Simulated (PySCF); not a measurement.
## Computed properties of C2H6Cl2Si, SMILES C[Si](C)(Cl)Cl

Si(Me)2(Cl)2 (C2H6Cl2Si), SMILES C[Si](C)(Cl)Cl. The structure is a stationary point at r2SCAN-D4/def2-SVP. The isomer is the one that the SMILES or the coordinates give; other isomers of the formula were not compared. One conformer was computed; it need not be the lowest. All values are computed for the isolated molecule unless a solvent is named; none is compared with measurement here.

**Structure.** The optimised structure has C2v symmetry. All 27 harmonic modes at r2SCAN-D4/def2-SVP (PySCF) are real, so it is a minimum. With heavy atoms numbered as in [CH3:1][Si:2]([CH3:3])([Cl:4])[Cl:5], the shortest bond between them is C1–Si2 at 1.857 Å and the longest Si2–Cl5 at 2.079 Å.

**Vibrations.** The strongest infrared lines (harmonic, unscaled, degenerate partners summed) lie at 832 cm⁻¹ (144 km/mol, H 63 %, C 22 %, Si 15 %), 554 cm⁻¹ (106 km/mol, Si 51 %, Cl 38 %, H 9 %), 805 cm⁻¹ (103 km/mol, Si 41 %, H 31 %, C 28 %). The softest mode is at 160 cm⁻¹ and the zero-point energy is 48.4 kcal/mol.

**Electronic structure.** HF/def2-TZVP (PySCF) places the frontier levels at -11.85 and 3.39 eV, a gap of 15.24 eV, and gives a dipole moment of 2.57 D and a mean polarisability of 66.8 bohr³.

**Excitations.** TDA-PBE0/def2-SVPD (PySCF) has S1 at 7.73 eV (160 nm, f = 0.064, bright); the most intense of the 10 singlets computed lies at 8.45 eV (f = 0.10). T1 (TDA) is at 7.36 eV, 0.37 eV under S1. No vertical singlet excitation falls in the visible range (under 3.1 eV).

**NMR.** GIAO shifts at HF/pcSseg-1 (PySCF) (non-relativistic, atoms alike by connectivity averaged): ¹³C at 8.0 ppm against TMS; ¹H at 0.9 ppm against TMS; ²⁹Si at 41.6 ppm against TMS. Without spin–orbit terms, shifts of atoms bonded to Cl or Br come out too high.
